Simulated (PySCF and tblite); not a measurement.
The numbers below are computed, except where a source is named.
C6H8O2, numbered as in [CH3:1][O:2]/[CH:3]=[CH:4]/[CH:5]=[CH:6]/[CH:7]=[O:8].

Level: PBE0-D3(BJ)/def2-SVP (IEF-PCM, methanol)//GFN2-xTB, thermal terms from GFN2-xTB, symmetry numbers and mirror pairs counted. Conformers within 2.5 kcal/mol (GFN2-xTB free energy) were kept, 4 at most. Run with PySCF (density fitting) and tblite.

An NOE distance is ⟨r⁻⁶⟩^(−1/6) over all pairs of like atoms and, for the average, over conformers.

Torsions listed: C1–O2–C3–C4, C3–C4–C5–C6, C5–C6–C7–O8.

| conformer | shape | weight % |
| --- | --- | --- |
| 1 | 0°, 180°, 180° | 69.6 |
| 2 | -179°, 180°, 180° | 18.8 |
| 3 | 0°, 180°, 0° | 8.7 |
| 4 | 179°, 180°, 0° | 3.0 |

Q: Which H–H contacts under 3.5 Å would NOEs report (pairs on one atom left out) at 298.15 K?

A: 
| pair | in 1 (Å) | in 2 (Å) | in 3 (Å) | in 4 (Å) | average (Å) |
| --- | --- | --- | --- | --- | --- |
| H5 ··· H7 | 2.36 | 2.35 | 3.71 | 3.70 | 2.40 |
| H3 ··· H5 | 2.42 | 2.43 | 2.42 | 2.43 | 2.42 |
| H4 ··· H6 | 2.50 | 2.53 | 2.52 | 2.56 | 2.51 |
| H1 ··· H4 | 2.57 | 4.47 | 2.57 | 4.47 | 2.67 |
| H6 ··· H7 | 3.10 | 3.10 | 2.40 | 2.40 | 2.92 |
| H5 ··· H6 | 3.07 | 3.07 | 3.06 | 3.06 | 3.07 |
| H3 ··· H4 | 3.08 | 3.07 | 3.08 | 3.07 | 3.08 |
| H4 ··· H5 | 3.08 | 3.09 | 3.09 | 3.10 | 3.08 |
| H1 ··· H3 | 3.75 | 2.67 | 3.75 | 2.67 | 3.23 |

Longer pairs under the limit may be missing.

Q: In a model where alignment follows shape alone (order matrix 0.0005 × (3G/tr G − 1)/2, G the second moments of the atom positions; splitting J + 2D), what are the one-bond C–H dipolar couplings D?

A: H1 0.1 Hz (-0.4 in conformer 1), H3 3.2 Hz (2.9 in conformer 1), H4 3.2 Hz (2.9 in conformer 1), H5 3.2 Hz (2.9 in conformer 1), H6 3.4 Hz (3.1 in conformer 1), H7 2.5 Hz (3.1 in conformer 1).


Conformer gaps in def2-SVP on xTB geometries can be 2 kcal/mol too large for S=O, P=O and other polar bonds.